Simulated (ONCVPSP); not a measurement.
## Which change was made? (Gd, ONCV)

- Element: Gd
- Generator: ONCVPSP 4.0.1
- Type: optimised norm-conserving Vanderbilt (ONCV)
- Functional: PBE
- Relativity: scalar-relativistic
- Frozen core: [Kr] 4d10
- Valence charge: 18
- Reference configuration: 4f7 5s2 5p6 5d1 6s1.75 6p0.25
- Partial waves: 5s+6s: rc 2.10 bohr, ncon 4, nbas 8, qcut 6 1/bohr, 2 projectors; 5p+6p: rc 2.35 bohr, ncon 3, nbas 6, qcut 6 1/bohr, 2 projectors; 5d: rc 3.25 bohr, ncon 4, nbas 9, qcut 4.7 1/bohr, 2 projectors, debl 3.1 Ha; 4f: rc 0.75 bohr, ncon 3, nbas 7, qcut 13.8 1/bohr, 1 projector
- Local potential: polynomial inside 0.55 bohr (lpopt 4, dvloc0 4 Ha)
- Core correction: polynomial model core, fcfact 0.7

Cutoffs, loose and tight: the cutoffs (Ha) at which the residual kinetic energy of the hardest occupied pseudo-wave falls to 1 and 0.1 mHa per electron. They do not see the model core or the augmentation charge, which bear on the density cutoff. Test errors are all-electron minus pseudo excitation energies from the reference, over the configurations 4f7 5s2 5p6 5d1 6s2 6p0; 4f7 5s2 5p6 5d1 6s1 6p0; 4f7 5s2 5p6 5d1 6s0 6p0; 4f7 5s2 5p6 5d1.5 6s1.5 6p0; variants that change the core or the reference have their own tests.

The base gives: outcome: generated; bound ghosts: s, p, d; GHOST(+) flags above zero: none; largest test error (meV): -7.3.

**Question.** After one change the result is: outcome: generated; bound ghosts: s, p; GHOST(+) flags above zero: d; largest test error (meV): -6.6. Which change was it?
A. d: qcut 5.1
B. d: qcut 2.9
C. d: qcut 3.4

**Answer.** A. The others give: d: qcut 2.9 → outcome: generated; bound ghosts: s, p, d; GHOST(+) flags above zero: none; largest test error (meV): -24 | d: qcut 3.4 → outcome: generated; bound ghosts: s, p, d; GHOST(+) flags above zero: none; largest test error (meV): -16.
